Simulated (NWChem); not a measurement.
Molecule: fluoroethane (C2H5F); SMILES CCF

Program: NWChem. Pople sets run with spherical d functions. Each level has its own optimisation. Computed dipoles belong to the equilibrium geometry; the measured one is vibrationally averaged.

Measured dipole moment: 1.96 D (NIST CCCBDB, as tabulated in the package chemicals).

```tsv
level	dipole moment (D)	computed − measured
Hartree-Fock/STO-3G	?	?
Hartree-Fock/3-21G	2.28	+0.32
Hartree-Fock/6-31G*	1.97	+0.01
B3LYP/6-31G*	1.71	-0.25
LDA (Slater exchange, VWN5)/def2-SVP	1.63	-0.33
PBE/def2-SVP	1.65	-0.31
BLYP/def2-SVP	1.67	-0.29
PBE0/def2-SVP	?	?
```

Question: Some entries are withheld; supply them.

Answer: 
- Hartree-Fock/STO-3G, dipole moment (D): 1.21
- Hartree-Fock/STO-3G, computed − measured: -0.75
- PBE0/def2-SVP, dipole moment (D): 1.77
- PBE0/def2-SVP, computed − measured: -0.19
